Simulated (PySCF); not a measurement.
**Cr⁺ (chromium, charge +1) across methods**

[Ar] 3d4 4s1, high-spin 6D determinant (an excited configuration). Computed with PySCF 2.14 in aug-cc-pVQZ-DK, with the spin-free X2C one-electron Hamiltonian (Gaussian nucleus).

| method | E (hartree) | mean ε 3p β (eV) | mean ε 3d α (eV) | mean ε 4s α (eV) | Σ⟨r²⟩ (bohr²) | ⟨S²⟩ |
| --- | --- | --- | --- | --- | --- | --- |
| BLYP | -1050.519 | -54.284 | -14.825 | -11.944 | 26.69 | 8.750 |
| PBE | -1050.236 | -54.393 | -15.051 | -12.089 | 26.70 | 8.750 |
| LDA | -1048.140 | -54.506 | -15.205 | -12.320 | 26.57 | 8.750 |
| UHF | -1049.40741 | -63.984 | -23.074 | -14.376 | 26.83 | 8.751 |
| PW91 | -1050.534 | -54.486 | -15.141 | -12.173 | 26.67 | 8.750 |
| r2SCAN | -1050.440 | -55.154 | -15.467 | -12.340 | 26.47 | 8.751 |
| BP86 | -1050.616 | -54.609 | -15.137 | -12.263 | 26.57 | 8.750 |

Problem. Estimate the same row for PBE0.

Solution. E (hartree) = -1050.265; mean ε 3p β (eV) = -57.128; mean ε 3d α (eV) = -17.173; mean ε 4s α (eV) = -12.751; Σ⟨r²⟩ (bohr²) = 26.59; ⟨S²⟩ = 8.750.
